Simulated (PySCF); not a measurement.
# Finite-field polarisability of Os (osmium, neutral)

[Xe] 4f14 5d6 6s2, high-spin 5D determinant. All numbers are calculated (PySCF 2.14, scalar relativity through the core potential, in aug-cc-pwCVDZ-PP with ECP60MDF). Frozen: 5s2 5p6. Energy changes in a uniform field (μhartree):

```
axis  F (au)        HF       MP2      CCSD   CCSD(T)
   x  0.0016   -98.945   -41.655   -73.061   -71.516
   x  0.0032  -396.380  -166.457  -292.429  -286.202
   z  0.0016   -96.554   -48.657   -72.795   -71.401
   z  0.0032  -387.036  -193.484  -291.366  -285.729
```

By symmetry the remaining axis equals x.

(1) Derive α along x at CCSD(T) from the two fields.

(2) And the mean polarisability at each level?

Spin-orbit coupling, absent here, splits the open shell strongly.

A double-zeta set is small for polarisabilities.

Answers

(1) With ΔE = −αF²/2 − γF⁴/24, α = −(16 ΔE(F) − ΔE(2F))/(6F²) = 55.86 bohr³.

(2) The components xx, yy, zz at CCSD(T) are 55.86, 55.86, 55.77, the third axis being equal by symmetry to one of the two computed. Means: HF 76.63, MP2 34.40, CCSD 57.00, CCSD(T) 55.83 bohr³. Reference: 57 ± 3 bohr³ (recommended; Schwerdtfeger and Nagle, table of static dipole polarizabilities (2023 update)).
